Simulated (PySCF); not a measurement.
CH7AlO2Si, SMILES [SiH3][Al]([OH])[O]C.

Geometry: B3LYP-D3(BJ)/def2-SVP. Other conformers were not sampled.

Two levels are set side by side: PBE/def2-TZVP (PySCF) and PBE0/def2-TZVP (PySCF). Same geometry, gas phase. Differences are taken from unrounded values.

```tsv
quantity	PBE0
orbital gap (eV)	7.32
highest occupied level (eV)	-8.06
lowest empty level (eV)	-0.75
dipole moment (D)	2.17
mean polarisability (bohr³)	75.2
```

What does PBE give, and how far is it from PBE0? (Estimate from the structure and the level; the computed values follow.)


```json
[
 {"quantity": "orbital gap (eV)", "PBE": "5.12", "PBE minus PBE0": "-2.20"},
 {"quantity": "highest occupied level (eV)", "PBE": "-6.63", "PBE minus PBE0": "1.44"},
 {"quantity": "lowest empty level (eV)", "PBE": "-1.51", "PBE minus PBE0": "-0.76"},
 {"quantity": "dipole moment (D)", "PBE": "2.11", "PBE minus PBE0": "-0.06"},
 {"quantity": "mean polarisability (bohr³)", "PBE": "79.5", "PBE minus PBE0": "4.3"}
]
```

Without exact exchange PBE keeps part of each electron's self-repulsion, which lifts occupied levels and narrows the gap. PBE's more diffuse valence density responds more strongly to a field. Differences between two approximate levels are no errors against the true value.

Rough cost on one machine, each run with all the roots and properties that it gave: PBE0 against PBE within a factor of 2.
